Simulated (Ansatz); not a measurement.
Calculated with Ansatz (gas phase, PBE0-D4/def2-TZVP geometries, no zero-point term in ΔE). CBS: MP2 limit from def2 TZ/QZ plus the TZ coupled-cluster correction, frozen cores. DFT in def2-TZVPP. For Ge outer-core shells are correlated without core-valence functions, which leaves a few kJ/mol of doubt a bond. Scalar relativity is left out up to krypton. Each species was taken in one conformer, which may not be the lowest.

Reaction (redistribution): `CN[SiH2]Cl` + `[SH][GeH]([Cl])[Cl]` → `CN[SiH](S)Cl` + `[Cl][GeH2][Cl]`

`CN[SiH2]Cl`:

Cartesian coordinates in Å:
```
C -0.430 -1.285 0.396
N -0.303 0.146 0.592
Si 0.631 1.156 -0.402
Cl -0.105 1.405 -2.326
H -1.252 -1.556 -0.277
H -0.581 -1.796 1.350
H 0.493 -1.676 -0.039
H -1.086 0.558 1.074
H 0.665 2.501 0.212
H 1.968 0.547 -0.580
```

`[SH][GeH]([Cl])[Cl]`:

```xyz
6

S    -0.496   -1.355    1.066
Ge    0.193    0.406   -0.052
Cl   -0.098    2.063    1.260
Cl   -0.993    0.707   -1.810
H    -0.263   -2.183    0.031
H     1.657    0.361   -0.496
```

`CN[SiH](S)Cl`:

Z-matrix (Å, degrees):
```
C
N 1 1.450
H 1 1.093 2 110.9
H 1 1.095 2 112.6 3 121.8
H 1 1.091 2 109.4 3 -118.4
Si 2 1.691 1 126.2 3 142.8
H 2 1.008 1 114.1 3 -57.6
Cl 6 2.072 2 115.4 1 63.8
S 6 2.127 2 107.2 1 -55.2
H 6 1.477 2 107.0 1 -178.7
H 9 1.343 6 94.5 2 150.3
```

`[Cl][GeH2][Cl]`:

Cartesian coordinates in Å:
```
Cl -1.863 0.502 0.665
Ge 0.072 0.076 -0.142
Cl 0.985 -1.432 1.070
H -0.113 -0.491 -1.549
H 0.919 1.345 -0.043
```

| level | ΔE (kJ/mol) |
| --- | --- |
| B2PLYP | -14.4 |
| MP2/def2-TZVPP | -16.0 |

What does CCSD(T)/CBS give? (Estimate.)

The calculation gave: -18.1 kJ/mol. The listed levels differ from it by 3.7, 2.1 kJ/mol.

Largest T1 diagnostic among the species: 0.010.
